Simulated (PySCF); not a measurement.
Can point charges reproduce the dipole moment of `[SiH3]/C=P/N([SiH3])[SiH3]`?

Coordinates (PBE0-D3(BJ)/def2-SVP, Å) and charges (e) from the PBE0/pcSseg-1 density (PySCF):

| atom | x | y | z | Mulliken | IAO | Hirshfeld | ESP-fitted |
| --- | --- | --- | --- | --- | --- | --- | --- |
| Si1 | 3.333 | 0.327 | 0.313 | +0.5476 | +0.6076 | +0.2882 | +0.4469 |
| C2 | 1.483 | 0.494 | 0.196 | -0.8115 | -0.7660 | -0.2298 | -0.3172 |
| P3 | 0.550 | -0.878 | 0.328 | +0.5912 | +0.5812 | +0.1865 | -0.0550 |
| N4 | -1.106 | -0.429 | 0.207 | -1.0388 | -0.9271 | -0.2896 | -0.1442 |
| Si5 | -2.245 | -1.785 | 0.301 | +0.6342 | +0.7106 | +0.3396 | +0.2907 |
| Si6 | -1.623 | 1.249 | 0.009 | +0.5879 | +0.6943 | +0.3423 | +0.4266 |
| H7 | 3.684 | -1.116 | 0.480 | -0.0916 | -0.1123 | -0.0773 | -0.0939 |
| H8 | 3.871 | 1.097 | 1.478 | -0.0842 | -0.1203 | -0.0796 | -0.1162 |
| H9 | 3.997 | 0.854 | -0.920 | -0.0849 | -0.1199 | -0.0793 | -0.1165 |
| H10 | 1.078 | 1.504 | 0.050 | +0.2006 | +0.1606 | +0.0399 | +0.1521 |
| H11 | -3.621 | -1.216 | 0.338 | -0.0891 | -0.1120 | -0.0694 | -0.0590 |
| H12 | -1.991 | -2.583 | 1.536 | -0.0754 | -0.1201 | -0.0760 | -0.0589 |
| H13 | -2.107 | -2.684 | -0.883 | -0.0747 | -0.1257 | -0.0773 | -0.0618 |
| H14 | -1.157 | 2.077 | 1.161 | -0.0685 | -0.1213 | -0.0743 | -0.0978 |
| H15 | -1.061 | 1.829 | -1.247 | -0.0700 | -0.1223 | -0.0745 | -0.0989 |
| H16 | -3.111 | 1.262 | -0.056 | -0.0729 | -0.1073 | -0.0693 | -0.0969 |

Question: What dipole does each set of charges give (1 e·Å = 4.803 D), and what does the density give?

Answer: The full density gives (-1.53, 0.52, -0.11) D, 1.62 D in size; dipole vectors point from the negative to the positive end.

| scheme | μx | μy | μz | size (D) | share of the full size (%) | angle to the full dipole (°) |
| --- | --- | --- | --- | --- | --- | --- |
| Mulliken | -0.28 | -1.50 | 0.19 | 1.54 | 95 | 98 |
| IAO | -0.77 | -1.86 | 0.25 | 2.03 | 125 | 87 |
| Hirshfeld | -0.94 | -0.65 | 0.05 | 1.15 | 71 | 54 |
| ESP-fitted | -1.51 | 0.50 | -0.10 | 1.59 | 98 | 0 |

Question: Which set comes closest?

Answer: Length of the difference vector: ESP-fitted 0.03 D, Hirshfeld 1.32 D, Mulliken 2.39 D, IAO 2.52 D. Closest: ESP-fitted. The schemes that divide the density aren't constrained to reproduce the dipole.

Question: What is left for the Hirshfeld atoms' own dipoles?

Answer: The Hirshfeld atoms' densities add up to the full density, so μ = Σ q r + Σ (atomic dipoles). The atomic dipoles sum to (-1.53, 0.52, -0.11) − (-0.94, -0.65, 0.05) = (-0.59, 1.17, -0.16) D, 1.32 D in size.

Question: With the origin at the mean of the coordinates, (-0.002, 0.000, 0.206) Å, which are the largest single terms, by size, of the Hirshfeld dipole along the direction of the full one?

Answer: Si1 -4.23, Si6 +3.20, Si5 +2.52, H7 +1.43, C2 +1.38 D; all 16 atoms together +0.68 D. The single terms depend on the origin, their sum doesn't.

Question: Give the size of the full dipole in other units.

Answer: 1.62 D = 0.638 au = 0.338 e·Å = 5.41 × 10⁻³⁰ C·m.

One conformer (not necessarily the lowest) at the PBE0-D3(BJ)/def2-SVP geometry, without solvent, vibrations or thermal averaging.

The values belong to the conformer `[SiH3:1]/[CH:2]=[P:3]/[N:4]([SiH3:5])[SiH3:6]`: C2–P3–N4–Si5 179°.
